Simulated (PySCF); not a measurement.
Species: CH4B2F2O2.
Geometry (PBE0-D3(BJ)/def2-SVP, Å), atoms numbered from 1 in this order:
```xyz
11
CH4B2F2O2 angstrom
O     -1.158    0.129   -1.452
B     -0.797    0.074   -0.138
O     -1.385    0.811    0.848
C      0.394   -0.880    0.265
B      1.701   -0.043    0.261
F      2.159    0.568    1.343
F      2.410    0.141   -0.842
H     -1.865    0.746   -1.662
H     -2.090    1.400    0.561
H      0.209   -1.279    1.273
H      0.465   -1.689   -0.476
```

Theory: PBE0-D3(BJ)/def2-SVP geometry optimisation, gas phase in PySCF.

Masses are those of the commonest isotopes; rigid-rotor values at the optimised geometry. The values belong to one conformer with, in the numbering `[OH:1][B:2]([OH:3])[CH2:4][B:5]([F:6])[F:7]`, H–O1–B2–O3 1°, O1–B2–O3–H 0°, O1–B2–C4–B5 94°, B2–C4–B5–F6 92°.

(1) Give the principal moments of inertia and the rotational constants in MHz.

(2) What kind of rotor is it?

(3) Is it planar, by Δ = Ic − Ia − Ib?

(4) Give the other two planar moments, Paa and Pbb, and the rms extents of the mass along the axes.

(5) Where do the levels up to J = 2 lie, in MHz?

(6) Which lines would a microwave search look for?

Results:

(1) Ia = 124.44, Ib = 301.73, Ic = 373.41 u·Å²; 505379 MHz·u·Å²/I gives A = 4061, B = 1675, C = 1353 MHz.

(2) An asymmetric top; Ray's κ = -0.763.

(3) Not planar: Δ = Ic − Ia − Ib = -52.76 u·Å². For a rigid frame Δ = −2 Σ m c², so Σ m c² = 26.38 u·Å² lies off the ab plane: 7.19 from hydrogen and 19.19 from heavier atoms. The atom farthest from that plane is 1.71 Å away.

(4) Paa = Σ m a² = (Ib + Ic − Ia)/2 = 275.35 and Pbb = Σ m b² = (Ia + Ic − Ib)/2 = 98.06 u·Å². With the mass M = 108.04 u, the rms extents √(P/M) along a, b and c are 1.60, 0.95, 0.49 Å.

(5) Above 0(0,0):
J = 1: 1(0,1) 3028, 1(1,1) 5415, 1(1,0) 5736
J = 2: 2(0,2) 9055, 2(1,2) 11150, 2(1,1) 12114, 2(2,1) 19273, 2(2,0) 19304
The levels of one J sum to (2J + 1)J(J + 1)(A + B + C)/3.

(6) The dipole components are |μa| = 3.60 D, |μb| = 0.09 D, |μc| = 0.69 D. The squared components, which scale the intensities, stand as 1.00 : 0.00 : 0.04 (a : b : c). Some lines, for components of 0.1 D or more:

| type | branch | J(Ka,Kc) | MHz | lower level (cm⁻¹) |
| --- | --- | --- | --- | --- |
| a | Q | 1(1,0) ← 1(1,1) | 322 | 0.181 |
| a | Q | 2(1,1) ← 2(1,2) | 965 | 0.372 |
| c | Q | 3(1,3) ← 3(0,3) | 1714 | 0.601 |
| a | Q | 3(1,2) ← 3(1,3) | 1927 | 0.658 |
| c | Q | 2(1,2) ← 2(0,2) | 2095 | 0.302 |
| c | Q | 1(1,1) ← 1(0,1) | 2386 | 0.101 |
| a | R | 1(0,1) ← 0(0,0) | 3028 | 0.000 |
| a | R | 2(1,2) ← 1(1,1) | 5735 | 0.181 |
| c | R | 1(1,0) ← 0(0,0) | 5736 | 0.000 |
| a | R | 2(0,2) ← 1(0,1) | 6026 | 0.101 |
| a | R | 2(1,1) ← 1(1,0) | 6378 | 0.191 |
| c | Q | 3(2,2) ← 3(1,2) | 6696 | 0.723 |
| c | Q | 2(2,1) ← 2(1,1) | 7159 | 0.404 |
| a | R | 3(0,3) ← 2(0,2) | 8965 | 0.302 |
| a | R | 3(2,2) ← 2(2,1) | 9085 | 0.643 |
| c | R | 2(1,1) ← 1(0,1) | 9086 | 0.101 |
| a | R | 3(2,1) ← 2(2,0) | 9205 | 0.644 |
| a | R | 3(1,2) ← 2(1,1) | 9547 | 0.404 |
| c | Q | 3(3,1) ← 3(2,1) | 12603 | 0.951 |
| c | R | 3(1,2) ← 2(0,2) | 12607 | 0.302 |
| c | R | 2(2,0) ← 1(1,0) | 13567 | 0.191 |
| c | R | 2(2,1) ← 1(1,1) | 13859 | 0.181 |
| c | R | 3(2,1) ← 2(1,1) | 16394 | 0.404 |
| c | R | 3(2,2) ← 2(1,2) | 17208 | 0.372 |
| c | R | 3(3,0) ← 2(2,0) | 21810 | 0.644 |
| c | R | 3(3,1) ← 2(2,1) | 21838 | 0.643 |

No PBE0-D3(BJ)/def2-SVP frequencies stand behind this structure, so it isn't proved a minimum. These are rigid-rotor constants of the computed structure; measured ground-state constants (B0) also hold zero-point vibration. Quadrupole hyperfine structure (11B) is left out.

Hardware: an Arm Neoverse V1 with one thread, shared host with 32 logical CPUs at a one-minute load of 26. Cost: 36 s, 0.51 GiB resident at most. That covers the optimisation of the geometry.
